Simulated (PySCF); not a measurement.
A structure optimised at r2SCAN-D4/def2-SVP, used in a PySCF frequency run:

```
C
O 1 1.3839
C 2 1.3429 1 108.49
C 3 1.3700 2 111.06 1 0.00
C 1 1.3843 2 107.48 3 0.00
O 5 1.3501 1 124.30 2 180.00
H 6 0.9650 5 108.85 1 -180.00
H 3 1.0886 2 116.23 1 180.00
H 4 1.0897 3 126.99 8 0.00
Si 1 1.8571 2 119.30 3 180.00
H 10 1.4899 1 107.54 2 180.00
H 10 1.4950 11 109.57 1 121.07
H 10 1.4950 11 109.57 12 117.86
```

**Question.** Write its SMILES, formula and point group.

**Answer.** Oc1ccoc1[SiH3], C₄H₆O₂Si, Cs

**Question.** What are its rotational constants (standard atomic weights)?

**Answer.** 3.4321, 1.9353, 1.2556 GHz
